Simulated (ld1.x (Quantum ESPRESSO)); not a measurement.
PBEsol TM semilocal dataset for Yb, scalar-relativistic all-electron reference.

* Element: ytterbium (Yb)
* Generator: ld1.x (Quantum ESPRESSO) 7.5
* Type: norm-conserving Troullier–Martins (semilocal form)
* Functional: PBEsol
* Relativity: scalar-relativistic
* Frozen core: [Kr] 4d10
* Valence charge: 24
* Reference configuration: 4f14 5s2 5p6 5d0 6s0.5 6p0 (charge +1.5)
* Partial waves: 5s (bound): rc 1.40 bohr; 5d (bound, empty): rc 2.85 bohr; 4f (bound): rc 1.05 bohr; 5p (bound): rc 1.55 bohr
* Local potential: the p channel
* Core correction: none

Occupied shells without a wave of their own: 6s. They enter only through the test configuration that unscreens the potential.

All-electron outer shells of the reference configuration (PBEsol, scalar-relativistic, ld1.x):

```csv
shell,level (eV),outermost node (bohr),outermost maximum (bohr)
4p,-348.41,0.26,0.48
4d,-188.32,0.24,0.49
5s,-65.65,0.58,1.07
5p,-38.11,0.62,1.24
4f,-13.60,–,0.49
6s,-12.10,1.45,2.97
5d,-9.77,0.70,1.89
6p,-7.88,1.77,3.86
```

Calculated quality:

* Ghost test: no extra level below or beside the all-electron valence levels (s, d, f, p tested); the semilocal form is local in each channel, so this says nothing of the separable form that plane-wave codes build from it (spherical-Bessel basis up to 400 Ry, 20 bohr box)
* Configuration tests: 1 of 7 tests not solved or not reliable; not counted: 4f14 5s2 5p6 5d0 6s1 6p0 (solver errors, printed error -5192 eV)

Generation and tests took about 6.7 s on one core of a shared server CPU.
